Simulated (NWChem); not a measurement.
A series in which one site is exchanged, each optimised at PBE0/def2-SVP with NWChem, gas phase unless a solvent is named. Some are not confirmed as minima by frequencies. def2 effective core potentials on I; no spin-orbit coupling.

A: [AlH2][I] (AlH$_{2}$I; site = H)
B: [F][AlH][I] (AlHIF; site = F)
C: [I][AlH][I] (AlHI2; site = I)
D: [Cl][AlH][I] (AlHICl; site = Cl)

```tsv
quantity	A	B	C	D
dipole (D), PBE0/def2-SVP	1.13	1.17	0.66	…
orbital gap (eV), PBE0/def2-SVP	5.71	6.65	5.82	…
static polarisability, PBE/def2-SVPD (bohr³)	68.2	63.4	103.8	…
lowest singlet excitation, PBE/def2-SVPD, TDA (eV)	3.93	4.71	4.06	…
```

Task: Complete the blanks.

Result: 
- dipole (D), PBE0/def2-SVP, D: 0.91
- orbital gap (eV), PBE0/def2-SVP, D: 6.30
- static polarisability, PBE/def2-SVPD (bohr³), D: 78.9
- lowest singlet excitation, PBE/def2-SVPD, TDA (eV), D: 4.43
